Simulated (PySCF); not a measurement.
C4H7Br, SMILES CC1(Br)CC1.

Geometry: r2SCAN-D4/def2-SVP.

Computed with TDDFT-PBE/def2-SVPD (PySCF 2.14.0).

Vertical excitations. The molecule is in vacuum. State labels are in the subgroup Cs.

```
state  symmetry  energy (eV)  λ (nm)      f           main pairs
-----  --------  -----------  ------  -----  -------------------
S1           A"         5.28     235  0.001       HOMO→LUMO 99 %
S2           A'         5.63     220  0.003     HOMO−1→LUMO 99 %
S3           A"         6.29     197  0.040    HOMO→LUMO+1 100 %
S4           A'         6.64     187  0.041   HOMO−1→LUMO+1 95 %
S5           A'         6.70     185  0.040     HOMO−2→LUMO 90 %
S6           A"         6.80     182  0.001     HOMO−3→LUMO 99 %
S7           A'         7.05     176  0.000     HOMO→LUMO+2 97 %
S8           A"         7.11     174  0.004    HOMO→LUMO+3 100 %
S9           A"         7.21     172  0.019    HOMO→LUMO+4 100 %
S10          A"         7.36     168  0.005  HOMO−1→LUMO+2 100 %
T1           A"         4.73     262      0      HOMO→LUMO 100 %
T2           A'         5.08     244      0    HOMO−1→LUMO 100 %
T3           A"         6.21     200      0    HOMO→LUMO+1 100 %
T4           A'         6.25     198      0     HOMO−2→LUMO 97 %
```
Triplets are in the Tamm–Dancoff approximation, which puts them higher than full response would, so one can lie above its singlet here.
